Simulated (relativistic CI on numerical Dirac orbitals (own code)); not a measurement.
**V4+: 3p photoemission**

Computed with this model: Dirac-Coulomb-Breit CI, KLI orbitals optimised for each configuration, QED by a radiative potential, valence Slater integrals scaled by 0.8, multiplet model of photoemission in the sudden approximation; configurations [Ar] 3d → [Ne] 3s2 3p5 3d; 300 K; Lorentzian 0.8 eV and Gaussian 0.6 eV FWHM. Energies are those of the free ion, without screening or charge transfer. The energies are binding energies and can lie tens of eV above those of solids. S is read from ⟨S²⟩ = S(S + 1).

Field parameters in Wybourne normalisation: D3d B²₀ = −7Dσ, B⁴₀ = −14Dq − 21Dτ, B⁴₃ = −14√(10/7) Dq; D4h B²₀ = −7Ds, B⁴₀ = 21(Dq − Dt), B⁴₄ = 21√(5/14) Dq; Oh B⁴₀ = 21Dq, B⁴₄ = √(5/14) B⁴₀; Td as Oh with Dq negative (B⁴₀ = 21Dq, B⁴₄ = √(5/14) B⁴₀). The field is a parameter set, without covalency.

free ion: ground-state S = 0.50, centroid 106.07 eV. Peaks (eV, height): 102.9 (47), 104.5 (100), 107.0 (99), 119.2 (14).

Td, 10Dq = -5650 cm⁻¹: ground-state S = 0.50, centroid 106.08 eV. Peaks (eV, height): 103.3 (72), 104.7 (85), 107.2 (100), 119.6 (13).

Oh, 10Dq = 9650 cm⁻¹: ground-state S = 0.50, centroid 106.07 eV. Peaks (eV, height): 103.3 (74), 104.6 (95), 107.0 (100), 119.7 (15).

D3d, 10Dq = 36750, Dσ = -750, Dτ = 410 cm⁻¹: ground-state S = 0.50, centroid 106.08 eV. Peaks (eV, height): 103.5 (88), 104.9 (93), 107.0 (100), 109.5 (21), 121.6 (10).

D4h, 10Dq = 16700, Ds = 1680, Dt = -310 cm⁻¹: ground-state S = 0.50, centroid 106.08 eV. Peaks (eV, height): 103.6 (100), 104.9 (94), 107.1 (99), 120.4 (12).

Strongest unbroadened transitions for D4h, 10Dq = 16700, Ds = 1680, Dt = -310 cm⁻¹:

```
Energy (eV)  Relative strength
     103.19               43.0
     103.26               82.1
     103.55               52.1
     103.70               40.5
     103.71               40.7
     103.72               70.8
     104.42               39.6
     104.53               35.7
     104.85               45.3
     104.91               92.5
     105.10               50.4
     105.32               49.8
     106.90               44.9
     106.93              100.0
     107.01               49.7
     107.10               38.0
     107.45               38.1
     107.63               38.9
```
